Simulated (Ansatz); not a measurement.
Start from `CSB(SC)SC` and change one element to get `C[S][In]([S]C)[S]C`.

Ansatz, PBE0-D4/def2-TZVP geometries, multiplicity 1. Each molecule was computed in one conformer, which needn't be the lowest.

Elements past krypton have def2 core potentials.

| property | `CSB(SC)SC` |
| --- | --- |
| HOMO–LUMO gap (B3LYP/def2-TZVPP) / eV | 5.64 |
| HOMO energy (PBE/def2-TZVPP) / eV | -5.53 |
| HOMO energy (ωB97M-V/def2-TZVPP) / eV | -8.78 |
| LUMO energy (PBE/def2-TZVPP) / eV | -1.48 |
| HOMO energy (B3LYP/def2-TZVPP) / eV | -6.43 |
| HOMO energy (PBE0/def2-TZVPP) / eV | -6.66 |

(1) Give the same properties after the change, and the shifts. (An estimate is asked.)

Answers

(1) Ansatz gave: 
| property | `C[S][In]([S]C)[S]C` | shift |
| --- | --- | --- |
| HOMO–LUMO gap (B3LYP/def2-TZVPP) / eV | 5.06 | -0.58 |
| HOMO energy (PBE/def2-TZVPP) / eV | -5.64 | -0.11 |
| HOMO energy (ωB97M-V/def2-TZVPP) / eV | -9.01 | -0.23 |
| LUMO energy (PBE/def2-TZVPP) / eV | -2.08 | -0.60 |
| HOMO energy (B3LYP/def2-TZVPP) / eV | -6.58 | -0.15 |
| HOMO energy (PBE0/def2-TZVPP) / eV | -6.83 | -0.17 |

With PBE0 the HOMO falls by 0.17 eV and the LUMO falls by 0.62 eV, so the gap narrows by about 0.45 eV. PBE moves the HOMO by -0.11 eV and ωB97M-V by -0.23 eV.

B3LYP here is the variant with VWN-RPA as its local correlation; programs differ in this.
